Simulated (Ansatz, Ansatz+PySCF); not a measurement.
```xyz
2

B     0.0000    0.0000    0.0000
B     0.5136    0.6848    1.4826
```

Basis set: 6-31G (spherical functions). Left uncorrelated: 2 orbitals. Charge 0, multiplicity 1.

Computed with Ansatz (development build ahead of 0.2.0); the reference of a correlated method needn't be the lowest determinant of its kind. Restricted open shells among the atoms or ions are ROHF, correlated in semicanonical orbitals with singles.

Task: Give the atomization energy at this shape (free ground-state atoms in the same class of orbitals less the molecule, no zero-point energy) of singlet B2 by UHF-CCSD(T), UHF-CCSD, full CI (lowest root of this spin), RHF-CCSD(T), RHF-CCSD.

Result:

| method | atomization energy |
| --- | --- |
| UHF-CCSD(T) | 2.11 eV |
| UHF-CCSD | 1.89 eV |
| full CI (lowest root of this spin) | 1.86 eV |
| RHF-CCSD(T) | 1.72 eV |
| RHF-CCSD | 1.47 eV |

Caution: another spin multiplicity may lie lower. Caution for UHF-CCSD(T), UHF-CCSD, RHF-CCSD(T), RHF-CCSD: large amplitudes, a single reference is doubtful; the program doubts this total; the reference determinant was not shown to be the lowest. Caution for UHF-CCSD(T), UHF-CCSD: the determinant may break the point group; the unrestricted determinant is a mixture of spin states. Caution for RHF-CCSD(T), RHF-CCSD: an unrestricted determinant lies well below; the determinant is a saddle point.

This basis has no polarisation functions and is too small for such energies, which can lie far from measured ones in either direction.
